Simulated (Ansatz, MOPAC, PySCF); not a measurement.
Species: C3H9BrSi (charge 0, singlet). SMILES: C[Si](C)(C)Br
Geometry: optimised at B3LYP-D3(BJ)/def2-TZVP (Ansatz, a program for electronic structure).

Unscaled harmonic wavenumbers (cm⁻¹) in rising order, each level at the stationary point that it reaches from this structure (no distance between atoms moves by over 0.3 Å); the order of modes can differ between levels, and a negative number is imaginary. B3LYP-D3(BJ)/def2-TZVP (PySCF, at the structure above): 152, 160, 160, 171, 171, 200, 225, 225, 374, 627, 699, 701, 701, 774, 774, 871, 875, 875, 1291, 1291, 1300, 1447, 1455, 1455, 1461, 1461, 1473, 3028, 3028, 3030, 3097, 3097, 3100, 3114, 3114, 3114.

PM6 (MOPAC): 93, 115, 115, 150, 150, 203, 229, 229, 320, 592, 619, 619, 672, 694, 694, 789, 853, 853, 1208, 1212, 1212, 1215, 1215, 1223, 1223, 1223, 1233, 2675, 2675, 2675, 2678, 2678, 2679, 2749, 2749, 2755. Zero-point energy 61.9 against 70.2 kcal/mol; where all levels lie over 400 cm⁻¹, the wavenumbers are on average 0.891 times those of B3LYP-D3(BJ)/def2-TZVP.

PM7 (MOPAC): 121, 131, 131, 164, 164, 215, 232, 232, 428, 660, 724, 724, 798, 820, 820, 888, 888, 896, 1270, 1273, 1273, 1280, 1282, 1282, 1298, 1298, 1309, 2638, 2639, 2639, 2641, 2641, 2643, 2737, 2737, 2743. Zero-point energy 63.8 against 70.2 kcal/mol; where all levels lie over 400 cm⁻¹, the wavenumbers are on average 0.945 times those of B3LYP-D3(BJ)/def2-TZVP.

HF/3-21G (Ansatz): 142, 156, 156, 165, 165, 207, 220, 220, 344, 645, 765, 765, 833, 896, 896, 1003, 1003, 1007, 1477, 1477, 1488, 1612, 1621, 1621, 1626, 1626, 1638, 3182, 3182, 3185, 3252, 3252, 3254, 3273, 3274, 3274. Zero-point energy 75.6 against 70.2 kcal/mol; where all levels lie over 400 cm⁻¹, the wavenumbers are on average 1.101 times those of B3LYP-D3(BJ)/def2-TZVP.
